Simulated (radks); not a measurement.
Results of a calculation; reference values are marked as such.
The terbium ion Tb3+, 62 electrons, occupied as [Kr] 4d10 4f8 5s2 5p5.5 5d0.5 (fractional occupations, a model configuration). Code: a radial shooting solver on a logarithmic mesh with Libxc functionals. Model: Dirac Kohn-Sham, BP86, spin-unpolarised, spherical densities, point nucleus; open shells fill j = l - 1/2 first.

Unscreened Slater integrals over Kohn-Sham orbitals (cm^-1). Large and small components are both included. Empty in this configuration: 5d5/2.

F0(5d3/2,5d3/2): 95234
F2(5d3/2,5d3/2): 50324
F0(5d3/2,4f7/2): 120150
F2(5d3/2,4f7/2): 31917
G3(5d3/2,4f7/2): 12771
G5(5d3/2,4f7/2): 9685.8
F0(5d3/2,4f5/2): 120340
F2(5d3/2,4f5/2): 31557
G1(5d3/2,4f5/2): 15479
G3(5d3/2,4f5/2): 12450
F0(5d3/2,5p3/2): 108040
F2(5d3/2,5p3/2): 53778
G1(5d3/2,5p3/2): 64504
G3(5d3/2,5p3/2): 39936
F0(5d3/2,5d5/2): 94418
F2(5d3/2,5d5/2): 49900
G2(5d3/2,5d5/2): 49876
G4(5d3/2,5d5/2): 33165
F0(4f7/2,4f7/2): 246120
F2(4f7/2,4f7/2): 115590
F4(4f7/2,4f7/2): 72238
F6(4f7/2,4f7/2): 51888
F0(4f7/2,4f5/2): 247700
F2(4f7/2,4f5/2): 116390
F4(4f7/2,4f5/2): 72752
G2(4f7/2,4f5/2): 116120
G4(4f7/2,4f5/2): 72592
G6(4f7/2,4f5/2): 52148
F0(4f7/2,5p3/2): 155350
F2(4f7/2,5p3/2): 53520
G2(4f7/2,5p3/2): 27843
G4(4f7/2,5p3/2): 21527
F0(4f7/2,5d5/2): 118320
F2(4f7/2,5d5/2): 30885
F4(4f7/2,5d5/2): 15359
G1(4f7/2,5d5/2): 15108
G3(4f7/2,5d5/2): 12167
G5(4f7/2,5d5/2): 9249.9
F0(4f5/2,4f5/2): 249300
F2(4f5/2,4f5/2): 117220
F4(4f5/2,4f5/2): 73284
F0(4f5/2,5p3/2): 155740
F2(4f5/2,5p3/2): 53131
G2(4f5/2,5p3/2): 27226
G4(4f5/2,5p3/2): 21122
F0(4f5/2,5d5/2): 118500
F2(4f5/2,5d5/2): 30531
F4(4f5/2,5d5/2): 15097
G1(4f5/2,5d5/2): 14599
G3(4f5/2,5d5/2): 11843
G5(4f5/2,5d5/2): 9022.4
F0(5p3/2,5p3/2): 129640
F2(5p3/2,5p3/2): 70114
F0(5p3/2,5d5/2): 106760
F2(5p3/2,5d5/2): 52668
G1(5p3/2,5d5/2): 62417
G3(5p3/2,5d5/2): 38667
F0(5d5/2,5d5/2): 93628
F2(5d5/2,5d5/2): 49516
F4(5d5/2,5d5/2): 32929
